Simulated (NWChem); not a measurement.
**Correlation energy of C₂H₄N**

```
C
H 1 1.1006
H 1 1.1006 2 106.93
H 1 1.1057 2 109.03 3 -117.74
N 1 1.4392 2 109.30 3 118.20
C 5 1.2188 1 131.57 2 121.64
H 6 1.1129 5 131.86 1 0.00
```
Charge 0, spin multiplicity 2.

The numbers come from NWChem runs, not from measurements. All single points use one geometry, from UPBE0/def2-SVP, a minimum by its harmonic frequencies.

Basis set: cc-pVDZ. Each correlation energy counts from its own Hartree-Fock reference.

| method | correlation energy (mHa) |
|---|---|
| URI-MP2 | -410.4 |
| UMP2 | -410.4 |
| SCS-UMP2 | -405.3 |
| CCSD on UHF | -450.1 |
| CCSD[T] on UHF | -467.2 |
| CCSD(T) on UHF | -465.7 |
| CCSD on ROHF | -455.7 |
| CCSD[T] on ROHF | -473.5 |
| CCSD(T) on ROHF | -472.0 |

The values span 68.2 mHa, from CCSD[T] on ROHF (lowest) to SCS-UMP2 (highest). 

The correlated methods keep 3 core orbitals frozen. The structure started from a generated list of species. The unpaired electrons of the parent sit in orbitals of symmetry a' (Cs labels of the run); other states weren't searched. No SCF solution was tested for a lower state. Open-shell Hartree-Fock references start from PBE0 orbitals. Coupled-cluster values serve here as a point of comparison, not as the truth.
